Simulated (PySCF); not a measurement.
NICS in isomers of C7H8OSi.

NICS = −σ at a ghost point: NICS(0) at the centroid of the ring atoms, NICS(1) 1 Å to either side along the normal of their mean plane, zz for the tensor component along that normal. Level: GIAO PBE0/pcSseg-1 (PySCF, non-relativistic, gas phase) on the GFN2-xTB geometries, one conformer each. Atom numbers follow the mapped SMILES.

Question: Order these rings by mean NICS(1)zz, lowest (most negative) first (ppm).
A. ring C1–C2–C3–C4–C5–C6 in `[cH:1]1[cH:2][cH:3][c:4]2[c:5]([cH:6]1)[CH2:7][O:8][SiH2:9]2`
B. ring C3–C4–C5–C6–O8–Si9 in `[CH:1]#[C:2][C:3]1=[CH:4][CH2:5][C:6](=[CH2:7])[O:8][SiH2:9]1`
C. ring C2–C3–C5–C8 in `[CH2:1]=[C:2]1[C:3](=[CH2:4])[C:5]([CH:6]=[O:7])=[C:8]1[SiH3:9]`

Answer: A (-28.9), B (0.7), C (2.6).

```json
{"SMILES": "c1ccc2c(c1)CO[SiH2]2", "ring": "6-membered carbocycle; formal bonds all aromatic", "NICS(0)": "-8.0", "NICS(1)": "-11.3", "NICS(1)zz": "-28.9", "HOMA": "1.00", "rms pucker (Å)": "0.00", "ring atoms with four or more neighbours": "0"}
{"SMILES": "C#CC1=CCC(=C)O[SiH2]1", "ring": "6-membered ring with O and Si; formal bonds 1 double, 5 single", "NICS(0)": "-1.3", "NICS(1)": "-2.1", "NICS(1)zz": "0.7", "HOMA": "–", "rms pucker (Å)": "0.23", "ring atoms with four or more neighbours": "2"}
{"SMILES": "C=C1C(=C)C(C=O)=C1[SiH3]", "ring": "4-membered carbocycle; formal bonds 1 double, 3 single", "NICS(0)": "5.8", "NICS(1)": "-3.1", "NICS(1)zz": "2.6", "HOMA": "-0.71", "rms pucker (Å)": "0.00", "ring atoms with four or more neighbours": "0"}
```

NICS(0) gives the same order. The isotropic NICS(1) gives another order. HOMA uses Krygowski's 1993 parameters; it is left out where a ring has a four-coordinate atom, a triple bond, no multiple bond or a kind of bond without parameters. NICS(1) and NICS(1)zz are means over the two faces.
